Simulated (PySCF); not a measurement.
**Electron correlation in Te (tellurium, neutral)**

[Kr] 4d10 5s2 5p4, high-spin 3P determinant. Calculation: PySCF 2.14, in aug-cc-pV5Z-PP with ECP28MDF; scalar relativity through the core potential. Frozen: 4s2 4p6 4d10; 6 electrons correlated.

MP2 pair energies summed by pair of shells (mhartree):

```
 pair  energy  share (%)
5s-5p  -46.76       46.6
5p-5p  -44.88       44.7
5s-5s   -8.68        8.7
```

Total MP2 correlation energy: -100.32 mhartree.

Same-spin part -20.87 and opposite-spin part -79.45 mhartree; SCS-MP2 scales them by 1/3 and 6/5 to -102.29 mhartree.
